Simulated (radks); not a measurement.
The numbers below are computed, except where a source is named.
Ionisation of Xe, [Xe], to Xe+, [Kr] 4d10 5s2 5p5, under several functionals. Dirac Kohn-Sham, spin-unpolarised, spherical densities, finite nucleus; open shells are shared between the two j in proportion to 2j + 1; a radial shooting solver on a logarithmic mesh with Libxc functionals.

functional         E(Xe) (hartree)  Exc (hartree)  IE (eV)  -e(HOMO) (eV)  <r> HOMO (bohr)  IE error (eV)
Wu-Cohen GGA           -7449.20317     -186.40356   12.588          7.857            2.347         +0.458
revPBE                 -7450.25761     -187.46960   12.531          7.816            2.351         +0.401
exchange-only B88      -7447.93672     -185.11109   11.575          6.908            2.379         -0.555
PBE                    -7450.00514     -187.21143   12.570          7.855            2.353         +0.440
XLYP                   -7451.29454     -188.50628   12.408          7.697            2.365         +0.278

NIST Atomic Spectra Database: 12.130 eV (measured). Closest: XLYP. The Delta-SCF values span 1.01 eV, the total energies 3.36 hartree. The highest occupied level is 5p3/2. Spin polarisation and multiplet splitting are left out, so open shells lie too high by an amount that depends on their filling. Sharing an open shell by 2j + 1 raises it above the true ground level by a part of the spin-orbit splitting, which enters the differences from NIST.

Beside tabulated values, note that spin-unpolarised runs miss the spin-polarisation part of the exchange energy of open shells.
